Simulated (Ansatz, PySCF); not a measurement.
Gas-phase reaction in SMILES: C#C (C2H2) [acetylene] -> C#C (C2H2) as triplet, charge 0
Geometries: B3LYP-D3(BJ)/def2-TZVP minima from Ansatz (a program for electronic structure). A spin state is the lowest found, not a proven ground state.

Wanted: adiabatic triplet-singlet gap (electronic energy difference), in eV. Valence correlation only, unless marked. UHF or UKS for open shells. Spin-orbit coupling is left out. No relativistic terms. CBS marks a two-point X^-3 extrapolation of the correlation energy; Hartree-Fock from the larger set.

CCSD(T)/CBS(def2-TZVPPD,def2-QZVPPD) (Ansatz) gives 3.91 eV.

Q: Another calculation gave 3.79 eV. Which level was it?
A) M06-2X/def2-TZVPD (PySCF)
B) BLYP/def2-TZVPD (Ansatz)
C) HF/def2-TZVPD (PySCF)
D) r2SCAN/def2-TZVPD (Ansatz)

A: B, BLYP/def2-TZVPD (Ansatz). The others give 2.72 (HF), 3.91 (M06-2X), 3.45 (r2SCAN) eV.
